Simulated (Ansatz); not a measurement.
CH$_{7}$Al$_{2}$N (`C[N]([AlH2])[AlH2]`), relaxed with RKS PBE-D4/def2-SVP in the Gaussian-basis code of Ansatz from a rough embedded geometry. The force threshold is 0.03 eV/Å; the program also tests the step.

The species carries charge 0 and has multiplicity 1.

Start:

```xyz
11

C     0.036    1.348    0.363
N    -0.346    0.287   -0.530
Al   -1.422   -0.975    0.409
Al    1.291   -0.663   -1.062
H     0.598    1.065    1.224
H     0.638    2.157   -0.216
H    -0.883    1.932    0.695
H    -1.884   -2.313   -0.270
H    -1.766   -0.743    2.019
H     2.659   -0.175   -0.582
H     1.079   -1.919   -2.051
```

(1) By how much does the energy fall, and how many steps does the optimiser take? (Best estimate.)

(2) Which bonds change most? (Best estimate.)

(3) Give the relaxed structure. (An estimate is asked.)

Answers

(1) Computed: 0.94 eV, in 9 steps.

(2) The calculation gave: N2–Al4 from 1.966 to 1.819 Å; N2–Al3 from 1.905 to 1.818 Å; Al4–H10 from 1.529 to 1.600 Å; Al3–H9 from 1.663 to 1.600 Å.

(3) Computed: 
```xyz
11

C     0.187    1.303    0.609
N     0.017   -0.038    0.021
Al   -1.475   -1.007    0.397
Al    1.246   -0.669   -1.164
H     0.785    1.271    1.547
H     0.712    2.002   -0.079
H    -0.787    1.772    0.870
H    -1.591   -2.476   -0.213
H    -2.588   -0.316    1.316
H     2.443    0.307   -1.578
H     1.051   -2.148   -1.727
```
